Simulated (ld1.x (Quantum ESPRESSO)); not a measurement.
## An all-electron radial function and its pseudo partner (Ti)

Columns: radius, all-electron u(r) and pseudo u(r) of the 3d shell (level -34.68 eV) of titanium in the configuration [Ar] 3d1 4s0 4p0; BLYP, scalar-relativistic, PAW scheme, ld1.x (Quantum ESPRESSO) 7.5.

```
r (bohr)  all-electron  pseudo
   0.158        0.1033  0.0096
   0.315        0.3624  0.0696
   0.473        0.6061  0.2033
   0.630        0.7686  0.3910
   0.788        0.8515  0.5858
   0.945        0.8695  0.7316
   1.102        0.8450  0.7980
   1.260        0.7948  0.7881
   1.418        0.7312  0.7317
   1.575        0.6623  0.6623
   1.732        0.5926  0.5926
   1.890        0.5247  0.5247
   2.047        0.4614  0.4614
   2.205        0.4026  0.4026
   2.362        0.3495  0.3495
   2.520        0.3016  0.3016
   2.678        0.2588  0.2588
   2.835        0.2212  0.2212
   2.992        0.1882  0.1882
   3.150        0.1592  0.1592
   3.308        0.1341  0.1341
   3.465        0.1126  0.1126
   3.622        0.0942  0.0942
   3.780        0.0785  0.0785
   3.938        0.0652  0.0652
   4.095        0.0542  0.0542
```

(1) How many radial nodes do the two functions have?

(2) At about which radius was the pseudo-wave matched?

(3) Is the pseudo-wave norm-conserving?

## Answers

(1) The all-electron 3d function has n − l − 1 = 0; the pseudo-wave has 0.

(2) 1.60 bohr, where the columns begin to agree (steps of 0.16 bohr).

(3) No, it belongs to a PAW set: the norm inside the radius is not constrained, and the difference is carried by the augmentation charge.
